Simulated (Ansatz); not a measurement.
`[TeH]B1CS1` + `OC=S` → `OC(=S)[TeH]` + `B1CS1` at 500 K and 1 bar (formal exchange of groups at a Te–B bond).

Computed with Ansatz on PBE0-D4/def2-TZVP structures; ΔE is electronic, products minus reactants. CCSD(T)/CBS adds triple-zeta CCSD(T) − MP2 to the extrapolated MP2 energy (def2 sets, frozen cores). This one scheme is used for every species. Elements past krypton have def2 core potentials. For Te outer-core shells are correlated without core-valence functions, which leaves a few kJ/mol of doubt a bond. One conformer a species, not always the lowest.

```csv
species,CCSD(T)/CBS energy (Eh),H − E (kJ/mol),S (J/(mol·K))
`[TeH]B1CS1`,-730.16423,137.3,371.2
`OC=S`,-512.17609,105.6,289.8
`OC(=S)[TeH]`,-779.89386,108.0,380.7
`B1CS1`,-462.41225,128.9,293.8
```

H − E and S are ideal-gas, rigid-rotor, harmonic terms from PBE0-D4/def2-TZVP, for one conformer and one mirror image of each species. 1 Eh = 2625.50 kJ/mol, R = 8.31446 J/(mol·K).

Q: By hand: ΔE, ΔH, ΔS and ΔG.

A: ΔE = (-779.89386) + (-462.41225) − (-730.16423) − (-512.17609) = 0.03421 Eh = 89.8 kJ/mol. Δ(H − E) = 108.0 + 128.9 − 137.3 − 105.6 = -6.0, so ΔH = 83.8 kJ/mol. ΔS = 380.7 + 293.8 − 371.2 − 289.8 = 13.5 J/(mol·K). ΔG = 83.8 − 500 × (13.5)/1000 = 77.0 kJ/mol.

Q: By hand: the equilibrium constant, and the temperature at which ΔG would vanish if ΔH and ΔS stayed fixed.

A: log₁₀ K = −ΔG/(RT ln 10) = -8.0. ΔG = 0 at ΔH/ΔS = 6207 K, far beyond where these terms or the molecules hold.

The number of gas molecules stays the same, so ΔS is small and ΔH decides. A doubt of 5 kJ/mol in ΔE shifts log₁₀ K by 0.5 here. Other conformers and mirror images would add mixing entropy, several J/(mol·K) or more a flexible species. Modes under 60 cm⁻¹, often nearly free rotors, make the harmonic entropy too high. These are equilibria of isolated gas molecules and say nothing of rates. Largest T1 diagnostic: 0.018 (customary marks: 0.02 for closed shells, 0.045 for open ones).
